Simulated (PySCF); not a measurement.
## Vibration and rotation of SbS⁺

RHF-CCSD(T) constants of SbS⁺, ¹Σ⁺ (singlet), closed shell (Sb x2c-SVPall, S x2c-SVPall; spin-free X2C with a Gaussian nucleus (PySCF 2.14); masses 120.9038 and 31.9721 u):

```
ωe              : 502.7 cm⁻¹
ωexe            : 1.79 cm⁻¹
Be              : 0.13784 cm⁻¹
αe              : 0.000569 cm⁻¹
D (centrifugal) : 4.14e-08 cm⁻¹
De to Sb⁺ + S   : 4.39 eV
```

Problem. Estimate the standard entropy (1 bar) and heat capacity of the ideal gas at 1000 K, rigid rotor with B0 and harmonic oscillator at the fundamental.

Solution. Translation (Sackur–Tetrode, M = 152.88 u): 196.7 J/(mol K). Rotation: q = kT/(σB0) = 5050 with σ = 1, 79.2. Vibration: x = hcν0/kT = 0.718, 11.24. S° = 287.2 J/(mol K); Cp = 7R/2 + 7.97 = 37.1 J/(mol K).

Correlated steps freeze 23 core orbitals. Correlated levels converge slowly with the basis: in double zeta they bind strong bonds too weakly, by up to about 1 eV, and carry superposition errors of some tenths. These are scalar-relativistic numbers at best; spin–orbit coupling would shift them, the dissociation energy most. For an ion De counts to the pair picked by the measured ionisation energies or electron affinities, which need not be the lowest pair at this level. Where the molecule has an RHF reference, its open-shell atoms are computed with UHF. The CCSD T1 diagnostic is raised, a sign that a single reference may not be enough here.
